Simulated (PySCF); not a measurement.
BrGeH3Te, SMILES [Te]([GeH3])Br. Atoms are numbered in the order given.

```xyz
6

Te     1.0223    -0.0409     0.0000
Br    -0.7785    -1.8520     0.0000
Ge    -0.7144     1.8809     0.0000
H      0.1222     3.1887     0.0000
H     -1.5878     1.7872     1.2746
H     -1.5878     1.7872    -1.2746
```
Charge 0, spin multiplicity 1.

Geometry: PBE-D3(BJ)/def2-SVP. The structure was generated by enumeration, and PubChem lists no compound with its InChIKey, so it may never have been made. The def2 effective core potentials stand for the cores of Te; spin–orbit coupling is left out.

Method: PBE-D3(BJ)/def2-SVP (PySCF 2.14.0).

Frequencies are harmonic and unscaled.

| mode | ν (cm⁻¹) | IR (km/mol) | moving atoms (share of kinetic energy) |
|---|---|---|---|
| 1 | 61 | 0.3 | Br 40 %, Ge 37 %, Te 18 % |
| 2 | 96 | 0.0 | H 98 % |
| 3 | 223 | 3.2 | Ge 61 %, Te 37 % |
| 4 | 242 | 6.0 | Br 62 %, Te 38 % |
| 5 | 469 | 4.4 | H 94 % |
| 6 | 486 | 3.0 | H 96 % |
| 7 | 756 | 266.5 | H 97 % |
| 8 | 826 | 30.0 | H 99 % |
| 9 | 846 | 29.2 | H 99 % |
| 10 | 2069 | 75.9 | H 100 % |
| 11 | 2096 | 67.6 | H 98 % |
| 12 | 2100 | 77.8 | H 98 % |
